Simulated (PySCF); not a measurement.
Computed shifts of a molecule CH5FO2Si, PBE/pcSseg-1 (PySCF), GIAO, gas phase, atoms alike by connectivity averaged where their shifts nearly agree, in ppm (number of nuclei): ²⁹Si: -53.3 (1). ¹⁹F: -164.6 (1). ¹³C: 54.9 (1). ¹H: 4.79 (1), 4.08 (3), 2.35 (1). References: ²⁹Si against TMS (σ = 335.4 ppm); ¹⁷O against H2O (σ = 334.3 ppm); ¹⁹F against CFCl3 (σ = 133.6 ppm); ¹³C against TMS (σ = 182.0 ppm); ¹H against TMS (σ = 31.49 ppm), references at their B3LYP-D3(BJ)/def2-TZVP geometries, non-relativistic. The structure is a stationary point at PBE0-D3(BJ)/def2-SVP. The values are those of a single conformer.

**Question.** Identify the compound among the candidates.
A. C[Si](O)(O)F
B. OC[Si@H](O)F
C. CO[SiH](O)F
D. O[SiH](O)CF

**Answer.** C, CO[SiH](O)F
